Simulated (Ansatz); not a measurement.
All numbers were calculated with Ansatz.

Basis-set series for BGaH4OS2, SMILES `OBS[S][GaH2]`. Charge 0, multiplicity 1. The geometry is a stationary point of PBE0-D4/def2-TZVP. It is one conformer, not always the lowest.

| functional | basis | functions | energy (Eh) | HOMO (eV) | LUMO (eV) |
| --- | --- | --- | --- | --- | --- |
| PBE0-D4 | def2-SVP | 116 | -2822.60698 | -7.47 | -1.39 |
| PBE0-D4 | def2-QZVPP | 463 | -2823.32553 | -7.50 | -1.58 |
| ωB97M-V | def2-SVP | 116 | -2823.06074 | -9.54 | 0.73 |
| ωB97M-V | def2-QZVPP | 463 | -2823.77573 | -9.61 | 0.29 |

(1) Give the rows for def2-TZVPP. (Estimate.)

## Answers

(1) The calculation gave: 
```
functional       basis  functions  energy (Eh)  HOMO (eV)  LUMO (eV)
   PBE0-D4  def2-TZVPP        250  -2823.25213      -7.49      -1.51
   ωB97M-V  def2-TZVPP        250  -2823.70522      -9.60       0.55
```

Positive LUMOs are unbound and depend on the basis. Scalar relativity is left out up to krypton.
